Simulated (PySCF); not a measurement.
C2H2Cl, SMILES [CH]=CCl, multiplicity 2. Coordinates come from a PBE0-D3(BJ)/def2-TZVP optimisation. The isomer is the one that the SMILES or the coordinates give; other isomers of the formula were not compared.

Level of theory: PBE0-D3(BJ)/def2-TZVP in PySCF 2.14.0.

Harmonic wavenumbers (cm⁻¹): 351, 677, 698, 806, 849, 1221, 1650, 3205, 3312. Rotational constants (GHz): 58.78, 6.483, 5.839; symmetry number 1.

Q: Work out the zero-point energy and the ideal-gas rigid-rotor harmonic-oscillator thermochemistry at 298.15 K and 1 atm.

A: ZPE = ½ Σ hcν = ½ × 12769 cm⁻¹ = 76.38 kJ/mol. H − E(el) = 88.28 kJ/mol. Entropy in J/(mol K): translation 160.11, rotation 94.12, vibration 9.30, spin 5.76, total 269.30. G − E(el) = 7.99 kJ/mol. Cp = 53.04 J/(mol K).
